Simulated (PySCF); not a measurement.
Species: C₃H₈NO₂Si₂ (doublet state).
Z-matrix (Å and degrees, GFN2-xTB geometry), rows numbered from 1:
```
N 
C   1  1.3472
O   2  1.2148  1  122.78
Si  2  1.9223  1  115.91  3  -178.93
C   4  1.8364  2  114.89  1    96.19
C   5  1.4855  4  114.35  2  -123.20
Si  6  1.9158  5  107.49  4     8.88
O   7  1.6278  6   99.79  5    -3.16
H   1  1.0045  2  119.87  3  -174.77
H   1  1.0094  2  120.17  3    -3.58
H   4  1.4606  2  109.72  1  -125.36
H   5  1.0786  4  127.12  2    53.17
H   6  1.0936  5  110.89  4   134.94
H   6  1.0960  5  108.94  4  -110.24
H   7  1.4607  6  113.51  5   109.66
H   7  1.4572  6  112.95  5  -117.40
```

The hyperfine couplings belong to this conformer and change with its torsions.

Identity: `NC(=O)[Si@@H]1[CH]C[SiH2]O1` [radical].

Level of theory: UKS B3LYP, pcH-1 on C H N O Si, non-relativistic, mean-field spin-orbit, GIAO (PySCF). One conformer (not necessarily the lowest) at the GFN2-xTB geometry, without solvent, vibrations or thermal averaging. A GFN2-xTB geometry isn't a minimum of the functional, and hyperfine couplings can be far from their values at a DFT geometry. The SCF solution wasn't tested for stability.

Principal values of hyperfine tensors in MHz (contact, dipolar and spin–orbit terms together), for some of the nuclei:

| atom | isotope | A1 | A2 | A3 |
| --- | --- | --- | --- | --- |
| H14 | 1H | 151.04 | 154.02 | 166.29 |
| H13 | 1H | 75.00 | 76.46 | 88.45 |
| C5 | 13C | 4.71 | 5.80 | 226.28 |
| H12 | 1H | -91.76 | -57.50 | -20.78 |
| H11 | 1H | 48.65 | 50.05 | 56.53 |
| C6 | 13C | -32.60 | -28.23 | -27.10 |
| C2 | 13C | 23.23 | 23.77 | 30.78 |
| Si7 | 29Si | -9.63 | -6.75 | -6.39 |

Question: Split each tensor into its isotropic and traceless parts, and turn a_iso into mT with g = 2.0028.

Answer: a_iso is a third of the trace, T = A − a_iso, and a(mT) = a(MHz)/(g × 13.996). The tensors hold a spin–orbit part: the run splits a_iso into a_FC + a_SO, and T includes its anisotropic share.

```tsv
atom	a_iso (MHz)	a_FC	a_SO	a_iso (mT)	T1	T2	T3
H14	157.11	157.11	0.00	5.605	-6.07	-3.10	9.17
H13	79.97	79.97	0.00	2.853	-4.97	-3.51	8.48
C5	78.93	79.04	-0.11	2.816	-74.22	-73.13	147.35
H12	-56.68	-56.69	0.01	-2.022	-35.08	-0.82	35.90
H11	51.74	51.74	0.00	1.846	-3.09	-1.69	4.78
C6	-29.31	-29.32	0.01	-1.046	-3.29	1.08	2.21
C2	25.93	25.94	-0.01	0.925	-2.70	-2.16	4.86
Si7	-7.59	-7.60	0.01	-0.271	-2.04	0.84	1.20
```

Question: What spin density at the nucleus of C5 lies behind its contact coupling (g_N = 1.40482)?

Answer: a_FC = 800.24 MHz bohr³ × g_N × ρ(0)/(2S). With a_FC = 79.04 MHz and 2S = 1, ρ(0) = 0.07031 bohr⁻³.

Question: Si4 (29Si, g_N = -1.11058) isn't in the table. Its spin density at the nucleus is -0.05746 bohr⁻³. What is its contact coupling?

Answer: By the same relation, a_FC = 51.1 MHz. The spin–orbit term adds -0.08 MHz. Its full tensor has the principal values 48.18, 51.08, 53.71 MHz.

Question: Name the largest traceless tensor T of the table and describe it.

Answer: C5: -74.2, -73.1, 147.4 MHz (the dipolar term alone has -74.1, -73.1, 147.2), axial, in the ratio −1:−1:+2, the form that spin in one p orbital centred on that nucleus gives.

Question: In a single crystal, with the field along each principal axis of the tensor of H13 in turn, what first-order splitting does this nucleus give (isotropic g, quadrupole terms neglected)?

Answer: 2 lines (I = 1/2), spaced by |A_i|/(g × 13.996): 2.68, 2.73, 3.16 mT along the axes of A1, A2 and A3.
